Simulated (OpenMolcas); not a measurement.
Computed levels of 3s2 3p in ions with 13 electrons, in cm-1 above 2P* 1/2.

```
Program             : OpenMolcas
Method              : SS-RASPT2, IPEA 0.25 Eh, imaginary shift 0.1 Eh
Basis               : ANO-RCC-VQZP
Scalar Hamiltonian  : DKH2, point nucleus
Spin-orbit coupling : state interaction with AMFI integrals over the reference wave functions, term energies averaged over their components
```

Active space for each ion: 3 electrons in 9 orbitals (RAS2 3s 3p; RAS3 3d, at most 2 electrons); closed shells correlated by CASPT2: 2s 2p.

```
  Level  P2+  Cl4+  Ar5+
2P* 3/2  480  1312  1969
```

Estimate 2P* 3/2 for S3+ from its neighbours P2+ and Cl4+.

2P* 3/2 is fine structure, which grows about as the fourth power of a screened charge, so the fourth roots are averaged: ((480^0.25 + 1312^0.25) / 2)^4 = 819. The calculation gives 827, so the estimate is off by -1.0 %; the measured value is 951 (NIST levels in Podobedova, Kelleher and Wiese, J. Phys. Chem. Ref. Data 38, 171 (2009)).

Active for correlation alone: 3d; no level in the range computed is led by a configuration that fills it, so any true level of that kind is missing. Computed and measured levels are paired by configuration, term and J; levels that our copy of the source lacks, or whose pairing is in doubt (as where it misses far off the trend of its configuration), stay unpaired and out of the deviations. Only configurations of the active space appear.

* marks odd parity.
